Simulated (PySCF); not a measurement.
Z-matrix (Å, degrees):
```
C
C 1 1.3260
H 2 1.0833 1 121.55
H 2 1.0857 3 117.09 1 -179.89
H 1 1.0870 2 120.18 3 0.87
C 1 1.4861 5 115.96 2 -178.58
H 6 1.0910 1 111.39 5 -176.06
H 6 1.0937 7 107.85 1 -122.10
S 6 1.8192 7 110.03 8 -112.58
H 9 1.3423 6 96.14 7 -67.91
```
Charge 0, multiplicity 1.

Problem. Give the S1 oscillator strength, dipole moment and HOMO–LUMO gap at the level PBE0-D3(BJ)/def2-TZVP run with PySCF.

Solution. 
| Item | Value |
|---|---|
| S1 oscillator strength | 0.017 |
| dipole moment | 1.34 D |
| HOMO–LUMO gap | 6.74 eV |
